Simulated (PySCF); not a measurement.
## Working out the ionisation energy of I⁺

I⁺ [Kr] 4d10 5s2 5p4 (3P) → I²⁺ [Kr] 4d10 5s2 5p3 (4S). All numbers are calculated (PySCF 2.14, scalar relativity through the core potential, in def2-TZVP with the def2 core potential (28 electrons) (6s5p3d2f, 50 functions)). Frozen: 4s2 4p6 4d10. Energies in hartree (1 hartree = 27.21139 eV):

```csv
part,I⁺ (lower),I²⁺ (upper)
UHF,-296.307571,-295.657561
CCSD correlation,-0.105223,-0.078572
(T),-0.002828,-0.002002
```

Problem. What does Hartree-Fock give?

Solution. (-295.657561) − (-296.307571) = 0.650010 hartree = 17.688 eV.

Problem. What do CCSD and CCSD(T) give?

Solution. The CCSD correlation energies differ by 0.026651 hartree = 0.725 eV and the triples by 0.000826 hartree = 0.022 eV, so CCSD gives 18.413 eV and CCSD(T) 18.435 eV.

Measured between the centres of the two terms (NIST): 18.750 eV, so CCSD(T) (valence) is off by -0.315 eV.

What remains against the reference includes basis incompleteness, the frozen core and higher excitations.
